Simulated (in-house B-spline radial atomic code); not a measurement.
Mo. Computed with a B-spline radial atomic code. Model: non-relativistic spherical atom: semilocal Troullier-Martins pseudo-atom, one channel per l, against all electrons, high spin, G0W0 and RPA with empty states to l = 8, local potential for every l without a channel, a model core (radius 0 = none) keeps its share of the functional.

Without relativity these are model numbers for so heavy an element.

What the tables leave out is listed at the end.

The pseudopotential gives back the lowest level of each angular momentum of its own functional in the configuration it was made in; a second state of the same l is only approximately right. Exact exchange, RPA and GW see the smooth pseudo-orbitals and miss the exchange with the core, for which the functional's share stands in. The column with an uncorrelated core keeps all orbitals and exact exchange, and so separates missing core correlation from pseudisation. Only the three outermost levels and the lowest empty one were computed. RPA here is direct RPA, with no exchange kernel, and its energies carry an (l + 1/2)⁻⁴ tail. A hybrid on a potential with a model core restores only its own semilocal share of the core's exchange.

Command:
```bash
python run_psgw.py task.json out
```
Settings (lengths in bohr, energies in hartree):
```
Z                      42
electrons              42
configuration          [Kr] 4d5 5s1
generated_in           [Kr] 4d5 5s1
functional             lda,vwn
core_shells            6
radius_factor          1.3
core_correction        False
ion_configuration      [Kr] 4d5
```

Cost of the run: 96 s on 1 thread of Arm Neoverse N1 (shared host).

Given: made with LDA VWN5; model core radius 0 bohr; local radius 1.378 bohr; mean-field start LDA VWN5.

Valence shells of the generating configuration: 4s, 4p, 4d, 5s.

Channel: s 1.307, p 1.39, d 1.781 (radii in bohr).

Computed: largest level miss in the spin-unpolarised generating configuration 0.1 eV; valence RPA correlation energy all-electron orbitals -0.7751 hartree; valence RPA correlation energy pseudo -0.79758 hartree; all-electron RPA polarisability, core included 56.752 bohr³; pseudo-atom RPA polarisability 54.96 bohr³; ionisation by mean-field all-electron 7.3017 eV; ionisation by RPA pseudo minus all 0.079 eV.

```
          level  occupied  mean-field all-electron (eV)  mean-field pseudo minus all (eV)  G0W0 all-electron (eV)  G0W0 uncorrelated core minus all (eV)  G0W0 pseudo minus all (eV)  exchange self-energy all-electron (eV)  exchange self-energy pseudo (eV)
          5s up         1                       -4.5055                            -0.103                 -7.3307                                  0.028                      -0.136                                 -10.237                           -9.8074
5s down (empty)         0                       -2.6022                            -0.061                -0.70393                                   0.02                      -0.038                                 -1.0852                          -0.68051
```

What is the ionisation by mean-field pseudo minus all?

0.138 eV.

What is the ionisation by RPA all-electron?

7.3357 eV.

Given: mean-field start PBE0.

Computed: valence RPA correlation energy all-electron orbitals -0.72411 hartree; valence RPA correlation energy pseudo -0.7469 hartree; ionisation by mean-field all-electron 6.7898 eV; ionisation by mean-field pseudo minus all 0.109 eV; ionisation by RPA all-electron 7.1908 eV; ionisation by RPA pseudo minus all 0.086 eV.

| level | occupied | mean-field all-electron (eV) | mean-field pseudo minus all (eV) | G0W0 all-electron (eV) | G0W0 uncorrelated core minus all (eV) | G0W0 pseudo minus all (eV) | exchange self-energy all-electron (eV) | exchange self-energy pseudo (eV) |
| --- | --- | --- | --- | --- | --- | --- | --- | --- |
| 5s up | 1 | -4.81 | -0.088 | -7.1924 | 0.028 | -0.1 | -9.9033 | -9.4859 |
| 4d up | 1 | -6.1537 | -0.025 | -8.8313 | 0.069 | -0.071 | -25.198 | -23.043 |
| 5s down (empty) | 0 | -0.7975 | -0.057 | -0.36437 | 0.02 | -0.02 | -0.95426 | -0.604 |

What is the all-electron RPA polarisability, core included?

50.887 bohr³.

What is the pseudo-atom RPA polarisability?

49.365 bohr³.

Given: mean-field start Hartree-Fock.

Computed: valence RPA correlation energy all-electron orbitals -0.61462 hartree; valence RPA correlation energy pseudo -0.63617 hartree; pseudo-atom RPA polarisability 38.645 bohr³; ionisation by mean-field pseudo minus all 0.07 eV; ionisation by RPA all-electron 6.8506 eV; ionisation by RPA pseudo minus all 0.08 eV.

```tsv
level	occupied	mean-field all-electron (eV)	mean-field pseudo minus all (eV)	G0W0 all-electron (eV)	G0W0 uncorrelated core minus all (eV)	G0W0 pseudo minus all (eV)	exchange self-energy all-electron (eV)	exchange self-energy pseudo (eV)
5s up	1	-6.0691	-0.075	-6.9755	0.026	-0.062	-9.1312	-8.7627
4d up	1	-9.7771	-0.091	-9.6968	0.08	0.021	-25.5	-23.5
4p down	1	-42.802	0.219	-41.716	0.24	0.347	-34.658	-28.845
```

What is the ionisation by mean-field all-electron?

5.8781 eV.

What is the all-electron RPA polarisability, core included?

39.681 bohr³.

Among the listed levels the largest G0W0 shift of the pseudo-atom is +0.35 eV, for 4p down on the Hartree-Fock start, while leaving the core uncorrelated moves that level by +0.24 eV. The rest, +0.11 eV, comes from pseudisation and the lost core exchange. Not in the tables (levels of low weight, unsolved or above zero; the highest and the empty levels are kept at any weight): on LDA the G0W0 levels 4d up (pseudo minus all -0.16 eV, weights 0.60 and 0.61), 4p down (pseudo minus all +0.05 eV, weights 0.48 and 0.51); on PBE0 the G0W0 levels 4p down (pseudo minus all +0.11 eV, weights 0.71 and 0.70).
